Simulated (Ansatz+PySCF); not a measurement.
Values are calculated unless marked as measured or tabulated.
## Ansatz (development build ahead of 0.2.0) run

```yaml
crystal:
  periodic: [false, false, false]
  atoms:
    - { symbol: H, position_ang: [0.0, 0.0, 0.0] }
    - { symbol: H, position_ang: [30.0, 0.0, 0.0] }
basis:
  gaussian: { orbitals: cc-pVDZ }
hamiltonian:
  xc: pbe
output:
  forces: true
```

The input is written out in the form of the current development build from the run's settings.

The run gave:

```yaml
Converged: yes
Total_energy: -0.91408 hartree
Spin_squared_of_the_determinant: 0.000
Stability_test: minimum among restricted orbitals
```

Forces (eV/Å):
```
atom     Fx     Fy     Fz
  H1  0.000  0.000  0.000
  H2  0.000  0.000  0.000
```

Caution: an unrestricted determinant lies well below.
